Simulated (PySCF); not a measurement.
# Reading the logs of faulty runs: GeH7N2Si cation

All numbers below are calculated, not measured. They come from PySCF 2.14.0, an open-source quantum chemistry program, on an isolated molecule that a program drew, which may never have been made. The molecule is GeH7N2Si cation (charge +1, singlet), drawn as the SMILES string `[NH2][GeH+][NH][SiH3]`.

Each row is a Hartree-Fock (HF) and frozen-core CCSD(T) single point in the cc-pV(D+d)Z basis, meant for a local HF minimum. Run 1 is clean. Each other run has one planted mistake out of seven kinds, and not every kind appears here: one electron removed, one electron added, multiplicity raised by two, geometry at a saddle point, minimal basis STO-3G, one bond length entered in bohr, all coordinates scaled. The reference is restricted for singlets and unrestricted otherwise, and also for a bond in bohr. Adding or removing an electron swaps singlet and doublet. Electrons count all cores. HOMO and LUMO are orbital energies over both spins, the gradient is its largest component, and the lowest frequency (negative if imaginary) is given only where the gradient is small. Bond lengths are over the 10 bonds as drawn. T1 is the CCSD diagnostic: over 0.02 (restricted) or 0.045 (unrestricted) a single reference is doubtful. Germanium has the cc-pVDZ-PP basis, with a core potential (ECP10MDF) in place of its 10 inner electrons, and its 3s, 3p and 3d shells are frozen in CCSD(T).

Geometry of the clean run:
```xyz
11
GeH7N2Si cation, angstrom
N     2.1545    1.0623    2.0075
Ge    1.2044    1.8385    0.7803
N     0.7197    0.9627   -0.6427
Si   -0.2561    1.5403   -2.0421
H     2.4625    0.1078    1.9630
H     2.4486    1.5428    2.8389
H     0.8119    3.2739    0.9720
H     1.0287    0.0029   -0.6849
H    -0.5524    2.9421   -1.6985
H     0.5704    1.4252   -3.2504
H    -1.4695    0.7169   -2.1202
```

| run | electrons | basis functions | <S^2> | HOMO (eV) | LUMO (eV) | gradient (hartree/bohr) | lowest frequency (cm^-1) | mean bond (Å) | longest bond (Å) | T1 | HF (hartree) | CCSD(T) (hartree) | mistake |
|---|---|---|---|---|---|---|---|---|---|---|---|---|---|
| 1 | 66 | 109 | 0.000 | -15.97 | -3.05 | 1.6e-05 | 91 | 1.4204 | 1.801 | 0.0154 | -695.09542 | -695.68278 | no fault |
| 2 | 66 | 109 | 0.000 | -16.38 | -2.71 | 6.9e-02 | - | 1.3338 | 1.691 | 0.0126 | -695.04456 | -695.61665 | all coordinates scaled |
| 3 | 67 | 109 | 0.768 | -4.53 | 3.32 | 6.4e-02 | - | 1.4204 | 1.801 | 0.0129 | -695.23406 | -695.82861 | ? |
| 4 | 65 | 109 | 0.888 | -21.13 | -12.38 | 7.8e-02 | - | 1.4204 | 1.801 | 0.0418 | -694.57623 | -695.13865 | ? |

**Which mistake was planted in run 3, and what did it cost?**

It counts 67 electrons, one more than the clean run, at the same geometry and basis. So the mistake is: one electron added. Subtracting run 1 and multiplying by 627.51 kcal/mol a hartree, the energy moved by -87.0 kcal/mol in HF and -91.5 kcal/mol in CCSD(T).

**Which mistake was planted in run 4, and what did it cost?**

It counts 65 electrons, one fewer than the clean run, at the same geometry and basis. So the mistake is: one electron removed. Subtracting run 1 and multiplying by 627.51 kcal/mol a hartree, the energy moved by 325.8 kcal/mol in HF and 341.4 kcal/mol in CCSD(T).

